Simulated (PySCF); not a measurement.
CH₆F₂Si₃. Atoms are numbered in the order given.

```xyz
12

F     -1.0399    -0.9249    -1.8305
Si     0.3215    -0.1184    -1.4317
C      1.1847    -1.0015     0.0000
Si     0.3215    -0.1184     1.4317
F     -1.0399    -0.9249     1.8305
Si    -0.1757     1.6898     0.0000
H      1.1232     0.0265    -2.6820
H      2.2484    -0.6944     0.0000
H      1.1516    -2.1030     0.0000
H      1.1232     0.0265     2.6820
H     -1.5095     2.3560     0.0000
H      0.9288     2.7025     0.0000
```
Charge 0, spin multiplicity 1.

Geometry: PBE0-D3(BJ)/def2-SVP. The structure was generated by enumeration; whether it is a known compound was not checked.

Level of theory: HF/pcSseg-1 in PySCF.

GIAO shieldings, no solvent; atoms listed in one row are averaged. δ = σ(ref) − σ: ¹⁹F against CFCl3 (σ = 238.5 ppm); ²⁹Si against TMS (σ = 393.8 ppm); ¹³C against TMS (σ = 192.6 ppm); ¹H against TMS (σ = 31.99 ppm), references at their B3LYP-D3(BJ)/def2-TZVP geometries, non-relativistic.

| nucleus | atoms | count | δ (ppm) |
|---|---|---|---|
| ¹⁹F | F1, F5 | 2 | -177.0 |
| ²⁹Si | Si2, Si4 | 2 | 26.8 |
| ²⁹Si | Si6 | 1 | -77.5 |
| ¹³C | C3 | 1 | 13.0 |
| ¹H | H7, H10 | 2 | 5.78 |
| ¹H | H11 | 1 | 4.08 |
| ¹H | H12 | 1 | 3.59 |
| ¹H | H9 | 1 | 1.36 |
| ¹H | H8 | 1 | -0.08 |
